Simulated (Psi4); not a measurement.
H$_{4}$AlO$_{4}$, charge -1, singlet, geometry from GFN2-xTB (such geometries of metal compounds can be far from the true shape) (a gas-phase anion, which may not be bound at this level); CISD/STO-3G run with Psi4.

The Psi4 input:
```
memory 2 GB

molecule {
-1 1
Al   -0.00000000   -0.00000000   -0.00000000
O     1.60013122   -0.41861514   -0.56945509
H     1.76427401   -0.41833359   -1.50225942
O     0.11470341    0.26263230    1.72563179
H     0.83851758    0.77410115    2.05963706
O    -0.51994549    1.40745130   -0.89926369
H    -1.43029173    1.66471842   -0.85289347
O    -1.19488915   -1.25146846   -0.25691301
H    -1.17249985   -2.02048599    0.29551583
}

set {
  basis sto-3g
}

energy('cisd')
print_variables()
```

Question: Write the output that Psi4 gives for this input, abridged.

Answer: 
```
   => Loading Basis Set <=

    Name: STO-3G
    Role: ORBITAL
    Keyword: BASIS

         ---------------------------------------------------------
                                   SCF
               by Justin Turney, Rob Parrish, Andy Simmonett
                          and Daniel G. A. Smith
                              RHF Reference
         ---------------------------------------------------------

  ==> Geometry <==

    Molecular point group: c1
    Full point group: C1

    Geometry (in Angstrom), charge = -1, multiplicity = 1:

       Center              X                  Y                   Z               Mass
    ------------   -----------------  -----------------  -----------------  -----------------
         AL           0.000000001578     0.000000000106    -0.000000000000    26.981538530000
         O            1.600131221578    -0.418615139894    -0.569455090000    15.994914619570
         H            1.764274011578    -0.418333589894    -1.502259420000     1.007825032230
         O            0.114703411578     0.262632300106     1.725631790000    15.994914619570
         H            0.838517581578     0.774101150106     2.059637060000     1.007825032230
         O           -0.519945488422     1.407451300106    -0.899263690000    15.994914619570
         H           -1.430291728422     1.664718420106    -0.852893470000     1.007825032230
         O           -1.194889148422    -1.251468459894    -0.256913010000    15.994914619570
         H           -1.172499848422    -2.020485989894     0.295515830000     1.007825032230

  Running in c1 symmetry.

  Rotational constants: A =      0.11867  B =      0.11867  C =      0.11080 [cm^-1]
  Rotational constants: A =   3557.72792  B =   3557.72792  C =   3321.62553 [MHz]
  Nuclear repulsion =  242.779385233892526

  Charge       = -1
  Multiplicity = 1
  Electrons    = 50
  Nalpha       = 25
  Nbeta        = 25

  ==> Algorithm <==

  SCF Algorithm Type is PK.
  DIIS enabled.
  MOM disabled.
  Fractional occupation disabled.
  Guess Type is SAD.
  Energy threshold   = 1.00e-08
  Density threshold  = 1.00e-08
  Integral threshold = 1.00e-12

  ==> Primary Basis <==

  Basis Set: STO-3G
    Blend: STO-3G
    Number of shells: 21
    Number of basis functions: 33
    Number of Cartesian functions: 33
    Spherical Harmonics?: true
    Max angular momentum: 1

  ==> Integral Setup <==

  Using in-core PK algorithm.
   Calculation information:
      Number of atoms:                   9
      Number of AO shells:              21
      Number of primitives:             63
      Number of atomic orbitals:        33
      Number of basis functions:        33

      Integral cutoff                 1.00e-12
      Number of threads:                 1

  Performing in-core PK
  Using 315282 doubles for integral storage.
  We computed 24473 shell quartets total.
  Whereas there are 26796 unique shell quartets.

  ==> DiskJK: Disk-Based J/K Matrices <==

    J tasked:                  Yes
    K tasked:                  Yes
    wK tasked:                  No
    Schwarz Cutoff:          1E-12

  Minimum eigenvalue in the overlap matrix is 3.5269144659E-01.
  Reciprocal condition number of the overlap matrix is 1.8165534659E-01.
    Using symmetric orthogonalization.

  ==> Pre-Iterations <==

  SCF Guess: Superposition of Atomic Densities via on-the-fly atomic UHF (no occupation information).

   -------------------------
    Irrep   Nso     Nmo
   -------------------------
     A         33      33
   -------------------------
    Total      33      33
   -------------------------

  ==> Iterations <==

                        Total Energy        Delta E     RMS |[F,P]|

   @RHF iter SAD:  -533.20192541858489   -5.33202e+02   0.00000e+00
   @RHF iter   1:  -536.45273930231042   -3.25081e+00   1.71065e-02 DIIS/ADIIS
   @RHF iter   2:  -536.70142934212254   -2.48690e-01   2.83711e-03 DIIS/ADIIS
   @RHF iter   3:  -536.70756684851654   -6.13751e-03   5.99909e-04 DIIS/ADIIS
   @RHF iter   4:  -536.70795212348742   -3.85275e-04   7.80784e-05 DIIS
   @RHF iter   5:  -536.70795998988342   -7.86640e-06   1.84619e-05 DIIS
   @RHF iter   6:  -536.70796058766246   -5.97779e-07   3.42934e-06 DIIS
   @RHF iter   7:  -536.70796060943007   -2.17676e-08   5.91913e-07 DIIS
   @RHF iter   8:  -536.70796061001397   -5.83896e-10   8.13189e-08 DIIS
   @RHF iter   9:  -536.70796061002363   -9.66338e-12   8.18676e-09 DIIS
  Energy and wave function converged.

  ==> Post-Iterations <==

    Orbital Energies [Eh]
    ---------------------

    Doubly Occupied:

       1A    -57.525747     2A    -19.837111     3A    -19.836958
       4A    -19.836958     5A    -19.836892     6A     -4.454200
       7A     -2.685279     8A     -2.684837     9A     -2.684837
      10A     -0.951135    11A     -0.926279    12A     -0.926279
      13A     -0.924191    14A     -0.330154    15A     -0.272992
      16A     -0.272992    17A     -0.257371    18A     -0.133380
      19A     -0.131769    20A     -0.095354    21A     -0.095354
      22A     -0.080864    23A     -0.064387    24A     -0.064387
      25A     -0.061297

    Virtual:

      26A      0.743420    27A      0.867788    28A      0.867788
      29A      0.888818    30A      1.023638    31A      1.037246
      32A      1.084968    33A      1.084968

    Final Occupation by Irrep:
              A
    DOCC [    25 ]
    NA   [    25 ]
    NB   [    25 ]

  @RHF Final Energy:  -536.70796061002363

   => Energetics <=

    Nuclear Repulsion Energy =            242.7793852338925262
    One-Electron Energy =               -1249.0326798973508176
    Two-Electron Energy =                 469.5453340534346580
    Total Energy =                       -536.7079606100236333

Computation Completed

Properties will be evaluated at   0.000000,   0.000000,   0.000000 [a0]

Properties computed using the SCF density matrix

 Multipole Moments:

 ------------------------------------------------------------------------------------
     Multipole            Electronic (a.u.)      Nuclear  (a.u.)        Total (a.u.)
 ------------------------------------------------------------------------------------

 L = 1.  Multiply by 2.5417464519 to convert [e a0] to [Debye]
 Dipole X            :         -0.0000000            0.0000000            0.0000000
 Dipole Y            :          0.0000000           -0.0000000            0.0000000
 Dipole Z            :         -0.0000000            0.0000000           -0.0000000
 Magnitude           :                                                    0.0000000

 ------------------------------------------------------------------------------------

 MINTS: Wrapper to libmints.
   by Justin Turney

   Calculation information:
      Number of threads:                 1
      Number of atoms:                   9
      Number of AO shells:              21
      Number of SO shells:              21
      Number of primitives:             63
      Number of atomic orbitals:        33
      Number of basis functions:        33

      Number of irreps:                  1
      Integral cutoff                 1.00e-12
      Number of functions per irrep: [  33 ]

 OEINTS: Overlap, kinetic, potential, dipole, and quadrupole integrals
         stored in file 35.

      Computed 150377 non-zero two-electron integrals.
        Stored in file 33.

        ==> Transform all two-electron integrals <==

	Presorting SO-basis two-electron integrals.
	Sorting File: SO Ints (nn|nn) nbuckets = 1
	Constructing frozen core operators
	Starting first half-transformation.
	Sorting half-transformed integrals.
	First half integral transformation complete.
	Starting second half-transformation.
	Two-electron integral transformation complete.

Traceback (most recent call last):
  File "psi4", line 375, in <module>
  File "<string>", line 29, in <module>
  File "site-packages/psi4/driver/driver.py", line 533, in energy
  File "site-packages/psi4/driver/procrouting/proc.py", line 1108, in select_cisd
  File "site-packages/psi4/driver/procrouting/proc.py", line 5807, in run_cepa

RuntimeError:
Fatal Error: ndocc must be less than nvirt
The most recent 5 function calls were:

psi::PsiException::PsiException(std::__cxx11::basic_string<char, std::char_traits<char>, std::allocator<char> >, char const*, int)

Printing out the relevant lines from the Psithon --> Python processed input file:
    O    -1.19488915   -1.25146846   -0.25691301
    H    -1.17249985   -2.02048599    0.29551583
    """)
    core.IO.set_default_namespace("")
    core.set_global_option("BASIS", "sto-3g")
--> energy('cisd')
    print_variables()

!----------------------------------------------------------------------------------!
!                                                                                  !
! Fatal Error: ndocc must be less than nvirt                                       !
! The most recent 5 function calls were:                                           !
! psi::PsiException::PsiException(std::__cxx11::basic_string<char,                 !
!     std::char_traits<char>, std::allocator<char> >, char const*, int)            !
!                                                                                  !
!----------------------------------------------------------------------------------!
```

The run crashed.
